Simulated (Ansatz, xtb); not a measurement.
HNaZn: which of two structures lies lower

Structure I: a singlet given by its coordinates. Structure II: `[Na][ZnH]`, a singlet. Both are isolated molecules in the gas phase, relaxed with B3LYP/6-31G*.

I (Å):

```xyz
3

Na    0.0000    0.0000   -0.2895
Zn    0.0000    0.0000    2.4804
H     0.0000    0.0000   -2.1909
```

Close contacts (Å): Na1–Zn2 2.77, Na1–H3 1.90.

II (Å):

```yaml
atoms:
  - { symbol: Na, position_ang: [0.0000, 0.0000, -2.3060] }
  - { symbol: Zn, position_ang: [0.0000, 0.0000, 0.3442] }
  - { symbol: H, position_ang: [0.0000, 0.0000, 1.9618] }
```

Energies in hartree; the thermal terms are from B3LYP/6-31G* harmonic frequencies (ideal gas, rigid rotor, one conformer each, 298.15 K, 1 atm) and include the zero-point energy:

|  | I | II |
| --- | --- | --- |
| E, CCSD(T)/def2-TZVPP | −1941.157531 | −1941.176727 |
| zero-point energy | 0.003373 | 0.004541 |
| H(298 K) − E | 0.008843 | 0.009841 |
| G(298 K) − E | −0.022691 | −0.020996 |

Q: Work out ΔE, ΔE₀, ΔH and ΔG for I → II in kcal/mol (1 Eh = 627.51 kcal/mol) and the equilibrium ratio [II]/[I].

A: 1. ΔE = −1941.176727 − (−1941.157531) = −0.019196 Eh = −12.05 kcal/mol.
2. ΔE₀ = ΔE + ΔZPE = −0.019196 + (+0.001168) Eh = −11.31 kcal/mol.
3. ΔH = ΔE + (+0.000998) Eh = −11.42 kcal/mol.
4. ΔG = ΔE + (+0.001695) Eh = −10.98 kcal/mol, so ΔS = (ΔH − ΔG)/T = −6.1 J/(mol K).
5. kT = 0.9442 mEh, so K = [II]/[I] = exp(−ΔG/kT) = exp(+18.54) ≈ 1.1 × 10^8.

Structure II is favoured at this temperature. An error of 1 kcal/mol in ΔG would change K by a factor of 5.4. Mirror images and further conformers aren't counted.

Other levels gave ΔE = −12.0 (B3LYP/6-31G*); −12.8 (HF/def2-TZVPP); −13.8 (MP2/def2-TZVPP) kcal/mol. The correlated steps freeze 6 core orbitals; the last core shell of Na and Zn is correlated, in a basis made for valence electrons. Programs: Ansatz 0.2.0.
